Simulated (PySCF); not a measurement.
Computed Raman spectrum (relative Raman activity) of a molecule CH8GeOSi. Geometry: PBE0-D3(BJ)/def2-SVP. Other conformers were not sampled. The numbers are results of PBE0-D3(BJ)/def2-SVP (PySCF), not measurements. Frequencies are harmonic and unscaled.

Lines under 2 % of the strongest are left out, and lines within 2 cm⁻¹ are merged.

```csv
ν (cm⁻¹),relative intensity
344,6.4
468,3.6
583,3.0
748,7.4
768,4.9
780,2.3
867,8.8
886,14
897,12
932,4.0
1472,4.9
1476,8.0
1480,3.9
2140,100
2146,63
2152,71
2194,68
2259,71
3006,51
3081,21
3141,54
```

Problem. Pick the molecule that these values belong to.
A) C[SiH2][GeH2][OH]
B) OC[SiH2][GeH3]
C) CO[SiH2][GeH3]
D) C[O][GeH2][SiH3]

Solution. C, CO[SiH2][GeH3]
